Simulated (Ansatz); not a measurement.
# Worked example: the step energy

An elementary step of SiNH8OF, singlet (SiH₄O ([OH][SiH3]) + NH₃ + HF → SiNH₅ ([NH2][SiH3]) + H₂O + HF; Si–O, H–N, H–F broken or loosened, Si–N, O–H, H–F formed or tightened). “Start” and “end” are the PBE0-D4/def2-TZVP structures reached by relaxing down either side of its saddle point, with the molecules still in contact.

Program: Ansatz 0.2.0. Basis: def2-TZVPP and def2-QZVPP. Cores are frozen in the correlated methods.

Energies in eV:

| quantity | end | start |
| --- | --- | --- |
| Hartree–Fock, triple zeta (X = 3) | -14217.74960 | -14217.99181 |
| Hartree–Fock, quadruple zeta (X = 4) | -14218.30127 | -14218.54464 |
| MP2 correlation, X = 3 | -24.46333 | -24.53280 |
| MP2 correlation, X = 4 | -26.45896 | -26.51930 |
| CCSD(T) correlation, X = 3 | -26.22234 | -26.28948 |

Task: Work out the step energy at the basis limit: extrapolate Hartree–Fock as E(X) = E∞ + A exp(−7.88 √X) and the MP2 correlation as E(X) = E∞ + B X^−2.97 (the exponents that Neese and Valeev fitted for def2-TZVPP and QZVPP), then add CCSD(T) − MP2 in triple zeta.

Result: Each step is linear, so take the differences first (end − start): Hartree–Fock 0.24221 (X = 3) and 0.24337 (X = 4); MP2 correlation 0.06947 and 0.06034; CCSD(T) correlation 0.06714.
Two points give E∞ = E(4) + w [E(4) − E(3)], with w = 1/(exp(7.88 (2 − √3)) − 1) = 0.1377 for Hartree–Fock and w = 1/((4/3)^2.97 − 1) = 0.7407 for the correlation.
Hartree–Fock: 0.24337 + 0.1377 × 0.00116 = 0.2435 eV.
MP2 correlation: 0.06034 + 0.7407 × (-0.00913) = 0.0536 eV.
CCSD(T) − MP2: 0.06714 − 0.06947 = -0.0023 eV.
Sum: 0.2435 + 0.0536 + (-0.0023) = 0.2948 eV, or 6.80 kcal/mol. Plain CCSD(T) in triple zeta gives 0.3094 eV, so the larger basis shifts the result by -0.0146 eV.

T1 diagnostic: at most 0.011.

Labels in which every atom is bracketed show which atoms are joined, not bond orders.

For scale, one of the runs: CCSD(T)/def2-TZVPP, 247 basis functions, launched by `ansatz run in.yaml --threads 4 --pin off --events-out ev --progress --plain --max-ram 9574MiB`. The run took 4.6 min on 4 CPU threads of an AMD EPYC (shared host), with 5.3 GiB of host memory at its peak.
